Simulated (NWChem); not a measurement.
System meant: SiBiH$_{5}$O$_{2}$; SMILES [OH][Bi]([OH])[SiH3]

Input file for NWChem:

```
start job
memory heap 200 mb stack 900 mb global 1100 mb
geometry units angstroms noautoz
  Bi     0.070897    -0.454394     0.112850
  O      1.550579    -0.655540    -1.410724
  H      1.463151     0.109609    -2.014951
  O     -1.672648    -0.265367    -1.116248
  H     -1.966587    -1.170855    -1.342253
  Si     0.101933     2.254445     0.033419
  H     -1.110305     2.854758     0.693665
  H      0.124703     2.646612    -1.420257
  H      1.338438     2.803931     0.698201
end
basis spherical
  Bi library def2-svp
  O library def2-svp
  H library def2-svp
  Si library def2-svp
end
ecp
  Bi library def2-ecp
end
dft
  odft
  mult 2
  xc xpbe96 cpbe96
  iterations 150
  mulliken
end
task dft energy
```

End of the output:

```
 ==============================================================================
                                 internuclear angles
 ------------------------------------------------------------------------------
        center 1       |       center 2       |       center 3       |  degrees
 ------------------------------------------------------------------------------
    2 O                |   1 Bi               |   4 O                |    99.39
    2 O                |   1 Bi               |   6 Si               |    93.75
    4 O                |   1 Bi               |   6 Si               |    84.51
    1 Bi               |   2 O                |   3 H                |   107.77
    1 Bi               |   4 O                |   5 H                |   107.18
    1 Bi               |   6 Si               |   7 H                |   112.12
    1 Bi               |   6 Si               |   8 H                |   106.78
    1 Bi               |   6 Si               |   9 H                |   111.15
    7 H                |   6 Si               |   8 H                |   109.38
    7 H                |   6 Si               |   9 H                |   108.77
    8 H                |   6 Si               |   9 H                |   108.56
 ------------------------------------------------------------------------------
                            number of included internuclear angles:         11
 ==============================================================================

 Summary of "ao basis" -> "" (spherical)
 ------------------------------------------------------------------------------
       Tag                 Description            Shells   Functions and Types
 ---------------- ------------------------------  ------  ---------------------
 Bi                         def2-svp                10       26   4s4p2d
 O                          def2-svp                 6       14   3s2p1d
 H                          def2-svp                 3        5   2s1p
 Si                         def2-svp                 8       18   4s3p1d

 Summary of "ao basis" -> "ao basis" (spherical)
 ------------------------------------------------------------------------------
       Tag                 Description            Shells   Functions and Types
 ---------------- ------------------------------  ------  ---------------------
 Bi                         def2-svp                10       26   4s4p2d
 O                          def2-svp                 6       14   3s2p1d
 H                          def2-svp                 3        5   2s1p
 Si                         def2-svp                 8       18   4s3p1d

  number of electrons :                   58
  multiplicity        :                    2
 ------------------------------------------------------------------------
  no. of electrons and multiplicity not compatible                  58
 ------------------------------------------------------------------------
 ------------------------------------------------------------------------
  current input line :
    30: task dft energy
 ------------------------------------------------------------------------
 ------------------------------------------------------------------------
 There is an error in the input file
 ------------------------------------------------------------------------
 For more information see the NWChem manual at https://nwchemgit.github.io

0: no. of electrons and multiplicity not compatible:Received an Error in Communication
```

Question: What is wrong, and how is it mended?

Answer: The program refused the input. Cause: the multiplicity doesn't fit the number of electrons (an even count wants an odd multiplicity, and the reverse). This input runs:
```
start job
memory heap 200 mb stack 900 mb global 1100 mb
geometry units angstroms noautoz
  Bi     0.070897    -0.454394     0.112850
  O      1.550579    -0.655540    -1.410724
  H      1.463151     0.109609    -2.014951
  O     -1.672648    -0.265367    -1.116248
  H     -1.966587    -1.170855    -1.342253
  Si     0.101933     2.254445     0.033419
  H     -1.110305     2.854758     0.693665
  H      0.124703     2.646612    -1.420257
  H      1.338438     2.803931     0.698201
end
basis spherical
  Bi library def2-svp
  O library def2-svp
  H library def2-svp
  Si library def2-svp
end
ecp
  Bi library def2-ecp
end
dft
  xc xpbe96 cpbe96
  iterations 150
  mulliken
end
task dft energy
```
It converges to -657.08438 Ha (PBE/def2-SVP with def2 effective core potentials on Bi).
